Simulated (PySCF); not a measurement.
**What binds SbF⁺: the parts of the energy along the bond**

State: ²Π, doublet, unpaired electrons π ↑. ROHF-based CCSD(T) in PySCF 2.14 with Sb cc-pwCVDZ-PP with ECP28, F aug-cc-pVDZ and Sb cc-pwCVTZ-PP with ECP28, F aug-cc-pVTZ (frozen core orbitals: 5; scalar-relativistic core potentials). Correlation energies are extrapolated as n⁻³ (n = 2, 3), Hartree–Fock as (n+1)·exp(−9√n). All energies in eV from Sb⁺ + F.

```
 R (Å)  HF/CBS  CCSD corr.      (T)   total
1.6448  -1.715      -1.586  -0.1724  -3.473
1.7196  -2.264      -1.617  -0.1915  -4.073
1.7943  -2.468      -1.654  -0.2117  -4.334
1.8691  -2.437      -1.693  -0.2327  -4.363
1.9439  -2.249      -1.732  -0.2545  -4.236
2.0373  -1.874      -1.781  -0.2825  -3.938
2.1308  -1.407      -1.830  -0.3117  -3.549
```

A fit to the total gives Re = 1.8423 Å, De = 4.374 eV, ωe = 726.0 cm⁻¹, Be = 0.3025 cm⁻¹ (masses 120.9038 and 18.9984 u).

At R = 1.8691 Å the CCSD correlation energy is -0.552291 hartree in the smaller basis and -0.782409 in the larger. Extrapolate it.

(3³·E3 − 2³·E2)/(3³ − 2³) = -0.87930 hartree; the larger basis holds 89.0 % of it.

The T1 diagnostic is 0.021. The state was picked by a PBE0 search and need not be the measured ground state. Spin–orbit coupling, excitations beyond (T) and corrections to the Born–Oppenheimer picture are left out, and spin–orbit coupling matters for open p, d or f shells this heavy.
